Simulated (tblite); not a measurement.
C₈H₉O (doublet state).
Z-matrix (Å and degrees, GFN2-xTB geometry), rows numbered from 1:
```
C 
C   1  1.3345
C   2  1.4580  1  128.64
C   3  1.3520  2  108.36  1  -179.79
C   4  1.4419  3  109.15  2    -0.08
C   5  1.3593  4  109.16  3    -1.41
C   6  1.5076  2  124.00  1    -3.64
C   7  1.5546  6  110.58  2  -110.92
O   7  1.3148  6  116.28  2    22.51
H   1  1.0813  2  119.26  3  -179.89
H   1  1.0777  2  122.28  3     1.43
H   3  1.0735  2  123.84  1     1.28
H   4  1.0752  3  126.86  2   179.57
H   5  1.0755  4  124.09  3   179.09
H   7  1.1230  6  102.08  2   138.03
H   8  1.0865  7  109.32  6  -175.64
H   8  1.0872  7  108.50  6    66.00
H   8  1.0860  7  111.01  6   -54.16
```

All values are computed: GFN2-xTB (tblite) harmonic vibrations without scaling, gas phase. This tight-binding method is rough: wavenumbers can miss measured ones by several per cent, in bad cases by 10 to 20. One conformer, not necessarily the lowest. Open shells enter through the occupations alone, without spin polarisation, and single modes of such species can be off by tens of per cent.

Harmonic wavenumbers (cm⁻¹): 45.9, 126.7, 165.5, 181.6, 196.0, 324.3, 354.7, 412.6, 472.9, 491.1, 613.1, 634.9, 702.8, 719.6, 795.1, 801.0, 839.8, 855.6, 864.9, 925.1, 928.9, 934.0, 1008.1, 1040.1, 1042.7, 1083.1, 1114.0, 1138.9, 1178.1, 1251.5, 1293.2, 1305.3, 1361.0, 1365.6, 1466.3, 1468.3, 1483.5, 1567.9, 1667.3, 2550.4, 3040.6, 3043.9, 3048.3, 3051.0, 3113.8, 3126.6, 3135.1, 3152.6.

A = 2779, B = 1450, C = 1054 MHz; mass 121.065 u (most abundant isotopes); point group C1, symmetry number 1; spin multiplicity 2.

Zero-point energy?

½Σν̃ = 30742 cm⁻¹ = 367.75 kJ/mol.

Give the ideal-gas entropy at 273.15 K and 1 bar in the rigid-rotor, harmonic-oscillator model (classical rotation).

Translation 166.85, rotation 119.05, vibration 86.84, spin (R ln 2) 5.76: S = 378.5 J/(mol K).

And Cp and H(273.15 K) − H(0)?

Cp = 138.26 J/(mol K), of which vibrations give 105.01 (their classical limit is 48 R = 399.1); H(273.15 K) − H(0) = 22.32 kJ/mol without the zero-point energy, 13.23 from vibrations.

What must be added to the electronic energy to get the Gibbs energy at 273.15 K and 1 bar?

ZPE + [H(273.15 K) − H(0)] − T·S = 367.75 + 22.32 − 103.39 = 286.68 kJ/mol.

Which modes carry the vibrational entropy at 273.15 K?

45.9 cm⁻¹: 20.14; 126.7 cm⁻¹: 11.83; 165.5 cm⁻¹: 9.71; 181.6 cm⁻¹: 8.99; 196.0 cm⁻¹: 8.41; 324.3 cm⁻¹: 4.80 J/(mol K); the other 42 give 22.95 together.

Blend soft modes into free rotors: weight 1/[1 + (100 cm⁻¹/ν̃)⁴] for the oscillator and the rest for a rotor with moment μB/(μ + B), μ = h/(8π²ν), B = 10⁻⁴⁴ kg m². What vibrational entropy results?

81.46 J/(mol K) in place of 86.84, which changes −T·S at 273.15 K by +1.47 kJ/mol.

How do the functions run with temperature in this model?

| T (K) | S (J/(mol K)) | Cp (J/(mol K)) | H − H(0) (kJ/mol) | G − H(0) (kJ/mol) | ln q(vib) |
| --- | --- | --- | --- | --- | --- |
| 100 | 282.8 | 67.1 | 4.82 | -23.46 | 1.16 |
| 200 | 340.8 | 105.7 | 13.41 | -54.76 | 3.10 |
| 300 | 392.0 | 150.5 | 26.19 | -91.42 | 5.20 |
| 500 | 488.4 | 229.0 | 64.61 | -179.61 | 9.71 |
| 800 | 613.2 | 300.4 | 145.10 | -345.49 | 16.56 |
| 1000 | 683.6 | 330.1 | 208.30 | -475.33 | 20.90 |

q(vib) and H(0) count from the zero-point level.

Hindered rotation and anharmonicity are outside this model. Other conformers, if any are populated, would add a mixing term that is left out. The structure is chiral; the term R ln 2 for an equal mix with its mirror image is left out.
